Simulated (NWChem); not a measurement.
Species: C$_{4}$H$_{5}$NO; SMILES N#CC1COC1

```xyz
11

N     -0.2892    -2.5955     0.0000
C      0.1181    -1.5080     0.0000
C      0.6085    -0.1372     0.0000
C      0.0123     0.8573    -1.0360
O     -0.2867     1.8117     0.0000
C      0.0123     0.8573     1.0360
H      1.7022    -0.1376     0.0000
H      0.7127     1.2533    -1.7787
H     -0.8909     0.4873    -1.5368
H      0.7127     1.2533     1.7787
H     -0.8909     0.4873     1.5368
```
Atoms are numbered in this order, from 1.

The geometry was optimised at B3LYP/6-31G* (spherical d).

**Question.** Give the principal values of the shielding tensors (ppm) of N1, C2, C3, C4, O5 from Hartree-Fock/6-31G* (spherical d), GIAO (NWChem), with their diamagnetic and paramagnetic parts as GIAO splits them.

**Answer.** 
| atom | σ11 | σ22 | σ33 | isotropic | diamagnetic | paramagnetic |
|---|---|---|---|---|---|---|
| N1 | -174.5 | -166.2 | 278.6 | -20.7 | 337.8 | -358.5 |
| C2 | -26.5 | -23.8 | 303.6 | 84.5 | 256.9 | -172.4 |
| C3 | 160.7 | 184.5 | 187.5 | 177.6 | 246.7 | -69.1 |
| C4 | 108.7 | 116.9 | 177.7 | 134.4 | 242.5 | -108.1 |
| O5 | 273.0 | 367.5 | 393.4 | 344.7 | 393.0 | -48.3 |
